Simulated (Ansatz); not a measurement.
A set of 12 reactions (atomization), with CCSD(T)/CBS values in kJ/mol:

```csv
reaction,ΔE
`C=COB(O)O` → B• + 2 C• + 5 H• + 3 O•,4882.8
`[SiH3]OBS` → B• + 5 H• + O• + S• + Si•,3150.1
`O[SiH2]N[Si](O)(O)O` → 7 H• + N• + 4 O• + 2 Si•,5562.9
`C1SCSCS1` → 3 C• + 6 H• + 3 S•,4392.5
`CC(C)[Si](Cl)(C(C)C)C(C)C` → 9 C• + Cl• + 21 H• + Si•,12617.0
`[CH3][SnH]([F])[Br]` → Br• + C• + F• + 4 H• + Sn•,2584.4
`C[Si]1(S)CO1` → 2 C• + 6 H• + O• + S• + Si•,4101.8
`NC[NH][AlH2]` → Al• + C• + 7 H• + 2 N•,3673.3
`CCS(=O)CC` → 4 C• + 10 H• + O• + S•,6051.4
`[SiH3][N]([SiH3])[AlH][Cl]` → Al• + Cl• + 7 H• + N• + 2 Si•,3784.5
`C[CH2][SbH][OH]` → 2 C• + 7 H• + O• + Sb•,3812.2
`[BH]1[NH][SbH][AlH]1` → Al• + B• + 4 H• + N• + Sb•,2337.7
```

Computed with Ansatz on PBE0-D4/def2-TZVP structures; ΔE is electronic, products minus reactants. CBS: MP2 limit from def2 TZ/QZ plus the TZ coupled-cluster correction, frozen cores. This one scheme is used for every species, atoms too. DFT in def2-TZVPP. B3LYP here is the variant with VWN-RPA as its local correlation; programs differ in this. Open shells (•) are unrestricted, without spin–orbit coupling. Spin–orbit coupling would lower the free atoms: a little for Al, B, C, Cl, F, O, S, Si; clearly for Br; strongly for Sn. Elements past krypton have def2 core potentials. Bonds to Br, Sb, Sn are less sure, by a few kJ/mol each and by 10 to 20 or more in all where they break to atoms, as the def2 sets lack core-valence functions. Scalar relativity is left out up to krypton. Each species was taken in one conformer, which may not be the lowest.

Task: Give the mean, mean absolute and largest difference (level minus CCSD(T)/CBS, kJ/mol) for: PBE-D4, r2SCAN-D4, B3LYP-D4, ωB97X-V, B2PLYP, PBE0, B3LYP, MP2/def2-TZVPP, SCS-MP2/def2-TZVPP, CCSD/def2-TZVPP, CCSD(T)/def2-TZVPP, HF/def2-QZVPP, HF/CBS(def2), MP2/CBS(def2). (Best estimate.)

Result: The calculation gave: 
```csv
level,mean,mean absolute,largest
PBE-D4,68.7,79.3,192.7
r2SCAN-D4,1.7,23.9,-46.2
B3LYP-D4,-12.9,18.5,-64.8
ωB97X-V,10.2,18.2,32.7
B2PLYP,-66.9,66.9,-151.8
PBE0,-36.3,41.2,-147.1
B3LYP,-64.3,64.3,-156.9
MP2/def2-TZVPP,-62.8,65.9,-139.4
SCS-MP2/def2-TZVPP,-80.5,80.5,-187.8
CCSD/def2-TZVPP,-202.8,202.8,-416.2
CCSD(T)/def2-TZVPP,-131.8,131.8,-264.0
HF/def2-QZVPP,-1303.2,1303.2,-3034.7
HF/CBS(def2),-1302.0,1302.0,-3033.1
MP2/CBS(def2),68.9,68.9,148.0
```

The largest T1 diagnostic in the set is 0.018, for Al• (customary mark 0.045).

CCSD(T)/CBS is a level of theory with its own doubt, and the functionals carry their triple-zeta basis error, so these figures describe this set and don't rank the functionals.
